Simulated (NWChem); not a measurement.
Molecule: CCl₂, singlet; SMILES Cl[C]Cl

```xyz
3

Cl     1.3947     0.0000    -0.1592
C      0.0000     0.0000     0.8267
Cl    -1.3947     0.0000    -0.1592
```
Atoms are numbered in this order, from 1.

Results from NWChem. Low-valent species are run as closed-shell singlets; no triplet was tried in these runs. Geometry: optimised at PBE0-D3(BJ)/def2-TZVP. Level: B3LYP/def2-SVP with COSMO at NWChem's default radii, gas-phase geometry; the question gives the dielectric constant.

Problem. What does the run give for dielectric constant 46.7? Quantities: electrostatic solvation energy (kcal/mol); dipole in solution (D).

Solution. 
```yaml
electrostatic solvation energy (kcal/mol): -2.2
dipole in solution (D): 1.84
```
